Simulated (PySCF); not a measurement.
Isomers of C4H7OPSi, one GFN2-xTB conformer each. Single-point energies are computed at PBE0/pcSseg-1 (PySCF, gas phase, no added dispersion term), electronic only.

Question: Rank them by PBE0/pcSseg-1 energy, lowest first (kJ/mol).
A. `[CH3:1][Si@H:2]([PH2:3])[C:4]#[C:5][CH:6]=[O:7]` with C1–Si2–P3–H -76° and -169°
B. `C#C[P@@]1(=O)C[C@H]1[SiH3]`
C. `CC1=PC=C([SiH3])O1`

Answer: C (0.0), A (93.4), B (213.5).

As drawn, the lowest has an aromatic ring, which the highest lacks; the highest has a three-membered ring, a C≡C bond and a P=O bond, which the lowest lacks. GFN2-xTB itself gives, in the same order: 0.0, 237.5, 173.9. Both levels put the same isomer lowest; measured from each level's own lowest isomer, the values differ by up to 144.1 kJ/mol (C[Si@H](P)C#CC=O: 237.5 against 93.4).

Question: Which frontier levels, dipoles and rotational constants go with these structures?

Answer: 
| SMILES | HOMO (eV, PBE0/pcSseg-1) | LUMO (eV) | dipole (D) | A, B, C (MHz) |
| --- | --- | --- | --- | --- |
| Cc1oc([SiH3])cp1 | -6.60 | -0.80 | 0.99 | 3627, 1199, 915.9 |
| C[Si@H](P)C#CC=O | -7.70 | -2.28 | 2.45 | 2943, 708.9, 622.0 |
| C#C[P@@]1(=O)C[C@H]1[SiH3] | -7.27 | -0.72 | 3.91 | 2387, 1478, 1065 |
